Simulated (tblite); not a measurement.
Species: C₈H₁₁BS.
SMILES with atom numbers: `[CH2:1]=[CH:2][CH2:3][BH:4][c:5]1[s:6][cH:7][cH:8][c:9]1[CH3:10]` (hydrogens: H11, H12 on C1; H13 on C2; H14, H15 on C3; H16 on B4; H17 on C7; H18 on C8; H19, H20, H21 on C10)

Geometry (GFN2-xTB, Å), atoms numbered from 1 in this order:
```xyz
21
C8H11BS angstrom
C      3.7365    0.1863    0.4743
C      2.5793    0.7093    0.1110
C      1.7965    0.2971   -1.1016
B      0.5667   -0.5495   -0.5626
C     -0.7008    0.1525   -0.0933
S     -0.8624    1.8962   -0.1988
C     -2.4234    1.8572    0.4874
C     -2.8207    0.5892    0.7869
C     -1.8534   -0.3821    0.4600
C     -2.0738   -1.8417    0.6869
H      4.2176   -0.5846   -0.1053
H      4.2571    0.5114    1.3595
H      2.1168    1.4785    0.7166
H      2.4445   -0.2747   -1.7661
H      1.4767    1.2016   -1.6237
H      0.6535   -1.7138   -0.4692
H     -2.9643    2.7718    0.6341
H     -3.7736    0.3550    1.2293
H     -1.2837   -2.2575    1.3086
H     -3.0311   -2.0074    1.1750
H     -2.0668   -2.3779   -0.2607
```

Computed values, GFN2-xTB/tblite, gas phase, harmonic and unscaled. Errors from tens to a few hundred cm⁻¹ against measured bands are possible. Modes of hydrogen on boron can be 10 to 20 % off. One conformer, not necessarily the lowest. The optimisation stopped once no atom felt more than 0.01 eV/Å.

Lowest wavenumbers of the output (negative numbers stand for imaginary wavenumbers):
```
mode    cm-1
  1     -28.5
  2      32.7
  3      40.4
  4      76.3
  5     134.1
  6     145.3
  7     206.7
  8     261.6
```

Problem. Is this structure a minimum?

Solution. Not by this Hessian. 1 mode is imaginary beyond 20i (28i cm⁻¹), so at this level the point lies at or near a first-order saddle. The curvature is small, so loose convergence or finite differences may be the whole cause.

Problem. Which atoms move in the imaginary mode?

Solution. 28i: H21 (methyl hydrogen) 34 %, H19 (methyl hydrogen) 30 %, H20 (methyl hydrogen) 23 %. These are shares of the mass-weighted motion.

Problem. What is the remedy?

Solution. Step along that mode in both directions, optimise again with tighter thresholds and repeat the frequencies. The zero-point energy of this point (103.0 kcal/mol) counts the 56 real modes alone, and thermal corrections from it aren't those of a minimum.
